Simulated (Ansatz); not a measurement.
hydrogen isocyanide (CHN), singlet, at a GFN2-xTB geometry; CCSD(T)/6-311G** (Ansatz, a quantum-chemistry and plane-wave program).

The Ansatz input:
Ansatz 0.2 input:
```yaml
crystal:
  periodic: [false, false, false]
  atoms:
    - {symbol: C, position_ang: [-0.00000000, -0.00000000, -0.73320915]}
    - {symbol: N, position_ang: [0.00000000, 0.00000000, 0.42522810]}
    - {symbol: H, position_ang: [0.00000000, 0.00000000, 1.42265821]}
basis:
  gaussian:
    orbitals: 6-311G__.json
magnetization: {spin_polarized: false}
correlation: {method: ccsd_t}
```
The basis file holds 6-311G** in the JSON format of the Basis Set Exchange.

It wrote (shortened):

```
Functional definition: HF
342 factors; integrals over basis functions are off by at most 1.1e-3 eV
mean field evaluation 1: about -2526.5273 eV, gradient 2.1e1 eV
mean field evaluation 2: about -2526.5314 eV, gradient 2.1e1 eV
mean field evaluation 4: about -2527.4309 eV, gradient 3.1e0 eV
mean field evaluation 8: about -2527.4543 eV, gradient 7.9e-5 eV
mean field evaluation 16: about -2527.4497 eV, gradient 1.0e-1 eV
mean field -2527.45428361 eV, -92.8822317526 hartree, gradient 2.1e-6 eV, S^2 0.000000; 0 other end points of the search recorded, 0 dependent functions left out
2 core orbitals not correlated
reference -2527.45428361 eV, -92.8822317526 hartree; 5, 5 occupied and 35, 35 virtual orbitals, 342 factors
second order -7.80735060 eV of doubles, -0.00000000 eV of singles
cycle   1  -7.79548475 eV  change    1.2e-2 eV  update   8.0e-2
cycle   2  -8.06912798 eV  change   -2.7e-1 eV  update   2.5e-2
cycle   3  -8.14102030 eV  change   -7.2e-2 eV  update   1.3e-2
cycle   4  -8.13617199 eV  change    4.8e-3 eV  update   2.9e-3
cycle   5  -8.13789963 eV  change   -1.7e-3 eV  update   1.1e-3
cycle   6  -8.13795811 eV  change   -5.8e-5 eV  update   3.0e-4
cycle   7  -8.13785806 eV  change    1.0e-4 eV  update   8.2e-5
cycle   8  -8.13784545 eV  change    1.3e-5 eV  update   3.3e-5
cycle   9  -8.13782640 eV  change    1.9e-5 eV  update   7.7e-6
cycle  10  -8.13782417 eV  change    2.2e-6 eV  update   2.6e-6
perturbative correction -0.36298464 eV, -0.0133394395 hartree
Total energy: -2535.95509242 eV, -93.1946307144 hartree
```
